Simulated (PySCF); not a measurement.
**A small calculation by hand: dipole moment from atomic charges**

(E)-1-bromo-2-chloro-1-fluoroethene (C₂HBrClF), SMILES C(/Cl)=C(/F)Br. Atoms are numbered in the order given.

```xyz
6

F     -1.5607     0.3731     0.0000
C     -0.2619     0.1389     0.0000
Br     0.1797    -1.6781     0.0000
C      0.6553     1.1050     0.0000
Cl     0.2161     2.7669     0.0000
H      1.7207     0.8755     0.0000
```
Charge 0, spin multiplicity 1.

The structure is a stationary point at ωB97X-D3(BJ)/def2-SVP.

Charges (e) from CAM-B3LYP/def2-TZVP in PySCF:

```
atom  Mulliken     IAO
----  --------  ------
F1      -0.149  -0.240
C2       0.149   0.209
Br3      0.006   0.066
C4      -0.126  -0.231
Cl5     -0.053   0.008
H6       0.172   0.188
```

The dipole moment of the full density is 1.38 D.

### Question
What dipole moment does each set of point charges give, and which comes closer to that of the density?

### Answer

μ = Σ q r, and 1 e Å = 4.8032 D.
Mulliken: Σ q r = (0.397, -0.180, 0.000) e Å, |μ| = 2.09 D.
IAO: Σ q r = (0.506, -0.240, 0.000) e Å, |μ| = 2.69 D.
Mulliken comes closer in size. Point charges leave out the atoms' own dipoles (lone pairs, polarised bonds); fits to the potential absorb them, partitions of the density don't.
